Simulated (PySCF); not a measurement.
## Polarisability and C₆ of Si⁻ (silicon, charge -1)

[Ne] 3s2 3p3, high-spin 4S determinant. Computed with PySCF 2.14 in dyall-av3z, with scalar relativity by spin-free X2C-1e. Coupled (time-dependent) response in atomic units; α is the mean over directions.

```csv
method,mean α (bohr³),C₆ (like pair),S(−4)
UHF,114.2,1555,6933
LC-wPBE,109.6,1473,6040
```

S(−4) is the Cauchy moment in α(ω) = α(0) + S(−4) ω² + …

α(iu) at UHF:

| u (hartree) | α(iu) (bohr³) |
| --- | --- |
| 0 | 114.2 |
| 0.0500 | 100.2 |
| 0.100 | 77.44 |
| 0.200 | 46.08 |
| 0.300 | 29.24 |
| 0.500 | 14.15 |
| 0.750 | 7.258 |
| 1.00 | 4.375 |
| 1.50 | 2.090 |
| 2.00 | 1.230 |
| 3.00 | 0.5849 |
| 5.00 | 0.2327 |

A single London oscillator, α(iu) = α/(1 + u²/ω²), gives C₆ = (3/4) ω α². Matching the computed C₆ needs ω = 4 × 1555 / (3 × 114.2²) = 0.159 hartree.

For an ion, C₆ is the dispersion term alone; charge-induced terms of lower order in 1/R come first.
